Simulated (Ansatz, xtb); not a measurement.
Two isomers of ClFGeH4Si

We compare I, `F[Si@@H](Cl)[GeH3]`, a singlet, with II, `[F][Ge@@H]([SiH3])[Cl]`, a singlet. Both are isolated molecules in the gas phase, relaxed with PBE0-D3(BJ)/def2-SVP.

I (Å):

```xyz
8

Cl    1.9504   -1.6417    2.6030
F     0.9658   -2.0951   -0.1842
Ge    1.9795    1.0056    0.1528
Si    0.9081   -0.9485    0.9640
H    -0.5159   -0.7875    1.3591
H     1.9482    2.0869    1.2458
H     3.4385    0.6687   -0.1910
H     1.2627    1.5319   -1.1023
```

II (Å):

```json
{"atom": "Cl", "x (Å)": "3.3109", "y (Å)": "-1.5538", "z (Å)": "1.8175"}
{"atom": "F", "x (Å)": "2.6273", "y (Å)": "-1.0266", "z (Å)": "-1.1864"}
{"atom": "Ge", "x (Å)": "2.5794", "y (Å)": "-0.1694", "z (Å)": "0.3303"}
{"atom": "Si", "x (Å)": "0.3045", "y (Å)": "0.3032", "z (Å)": "0.8469"}
{"atom": "H", "x (Å)": "3.6123", "y (Å)": "0.9613", "z (Å)": "0.2040"}
{"atom": "H", "x (Å)": "0.2677", "y (Å)": "0.9694", "z (Å)": "2.1811"}
{"atom": "H", "x (Å)": "-0.4274", "y (Å)": "-0.9937", "z (Å)": "0.8869"}
{"atom": "H", "x (Å)": "-0.2715", "y (Å)": "1.2037", "z (Å)": "-0.1938"}
```

Question: Estimate which is lower in electronic energy at CCSD(T)/def2-SVP + ΔMP2/def2-TZVPP, and by roughly how much.

Answer: The CCSD(T)/def2-SVP + ΔMP2/def2-TZVPP calculation puts structure I lower, by 21.3 kcal/mol.

How the difference moves with the method:

```csv
level,geometry,E(II) − E(I) (kcal/mol),departure from the last row (kcal/mol),"job, with rough time for the two"
GFN2-xTB,GFN2-xTB,−2.8,−24.1,"optimisation, 0.14 s"
HF/STO-3G,GFN2-xTB,+14.4,−6.9,"single point, 0.38 s"
r2SCAN-D4/def2-SVP,GFN2-xTB,+18.2,−3.1,"single point, 2.1 s"
PBE0-D3(BJ)/def2-SVP,PBE0-D3(BJ)/def2-SVP,+18.0,−3.3,"optimisation, 26 s"
HF/def2-SVP,PBE0-D3(BJ)/def2-SVP,+17.0,−4.3,part of the CCSD(T) run
MP2/def2-SVP,PBE0-D3(BJ)/def2-SVP,+18.3,−3.0,part of the CCSD(T) run
CCSD(T)/def2-SVP,PBE0-D3(BJ)/def2-SVP,+17.6,−3.7,single point
CCSD(T)/def2-SVP + ΔMP2/def2-TZVPP,PBE0-D3(BJ)/def2-SVP,+21.3,,"single point, 20 s"
```

As drawn, II has 1 F–Ge, 1 Cl–Ge, 2 Si–H in place of 1 F–Si, 1 Cl–Si, 2 Ge–H.

GFN2-xTB puts the two in the other order. The largest departure from CCSD(T)/def2-SVP + ΔMP2/def2-TZVPP is that of GFN2-xTB, 24.1 kcal/mol. The last row adds to CCSD(T) the change of the MP2 difference between the two basis sets, here +3.7 kcal/mol, a large step that makes the value less sure.

With harmonic frequencies from PBE0-D3(BJ)/def2-SVP (ideal gas, rigid rotor, one conformer each, 298.15 K, 1 atm): on the last row, ΔE + ΔZPE = +21.0, ΔH = +21.2, ΔG = +20.9 kcal/mol.

The correlated steps freeze 20 core orbitals; the filled d shell of Ge is correlated, in a basis made for valence electrons. Codes used: Ansatz 0.2.0, xtb 6.7.1; the last row on 2 threads of Intel(R) Xeon(R) 6975P-C (Granite Rapids) on a shared host.
